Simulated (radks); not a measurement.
Results of a calculation; reference values are marked as such.
Q: Ionisation of the tantalum ion Ta+, [Xe] 4f14 5d3 6s1, to [Xe] 4f14 5d3 as the strength of local exchange is varied. Level of theory: scalar-relativistic Kohn-Sham, Slater X-alpha exchange (alpha = 2/3 is LDA exchange), no correlation, spin-polarised, spherical densities, finite nucleus; open shells are filled with parallel spins first (spin-orbit coupling, left out, can overturn this in heavy ions); Fermi nuclear charge, rms radius 5.3507 fm (a radial shooting solver on a logarithmic mesh with Libxc functionals).

alpha  E(Ta+) (hartree)  exchange (hartree)  IE (eV)  -e of the level emptied (eV)  <r> of it (bohr)
0.617       -15563.0925           -275.5928   14.924                   11.592 (6s)             3.067
0.667       -15585.5503           -298.3933   15.346                   12.008 (6s)             3.034
0.813       -15651.3286           -365.3684   16.606                   13.262 (6s)             2.941
0.865       -15674.8287           -389.3652   17.066                   13.723 (6s)             2.909
x           -15593.6438           -306.6185   15.499                   12.159 (6s)             3.023

Which alpha was used in the last row?

A: alpha = 0.685. NIST Atomic Spectra Database: 16.2 +/- 0.5 eV (semi-empirical). The Delta-SCF value meets it near alpha = 0.77. Open shells are spherical and high-spin; term and fine-structure splittings are not resolved. Spin-orbit splitting is averaged out at the scalar-relativistic level.
